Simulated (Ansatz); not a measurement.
The same path of FH + GeH6Si (10 atoms, charge 0, multiplicity 1) was run twice with different band settings. Lost on the way: Ge1–Si2, H6–F7. Made: Ge1–F7, Si2–H6.

Theory: Ansatz, RKS PBE-D4/def2-SVP.

Relaxed end points:

```xyz
10
Properties=species:S:1:pos:R:3
Ge -0.948 0.907 -0.480
Si 0.330 -1.116 -0.396
H 0.002 2.126 -0.591
H -1.824 1.052 0.785
H -1.871 0.903 -1.730
H 1.491 0.242 1.459
F 0.860 0.553 2.084
H 0.442 -1.772 -1.747
H -0.232 -2.102 0.586
H 1.751 -0.793 0.030
```

```xyz
10
Properties=species:S:1:pos:R:3
Ge -1.198 1.615 0.175
Si 1.156 -1.614 -0.246
H -0.290 2.210 -0.928
H -2.404 2.536 0.488
H -1.650 0.165 -0.136
H 1.179 -0.518 0.782
F -0.227 1.545 1.646
H 1.053 -1.012 -1.621
H -0.035 -2.500 -0.007
H 2.416 -2.428 -0.153
```

Common settings: climbing image yes; spring 5.0 eV/Å²; optimiser quadratic models (default); start path through a guess of the saddle point; force threshold 0.05 eV/Å; iteration limit 60; end points relaxed.

| run | movable images |
| --- | --- |
| 1 | 5 |
| 2 | 1 |

What does each run give, and how far can it be trusted?

Run 1: converged after 17 iterations, highest image 1.608 eV above the first end. Neighbouring images differ by up to 1.5 eV, so the band resolves the path poorly. A vibrational analysis at the climbing image gives one clearly imaginary mode, 935i cm⁻¹: a first-order saddle point.
Run 2: converged after 33 iterations, highest image 1.609 eV above the first end. Neighbouring images differ by up to 1.9 eV, so the band resolves the path poorly. Another band between the same ends (5 images) ends at a top of the same energy, where a vibrational analysis finds 1 clearly imaginary mode. So few images can step over the top or miss a turn of the path.
The orbitals stay closed-shell, which can raise the energy where a bond breaks towards radicals; this wasn't checked here.
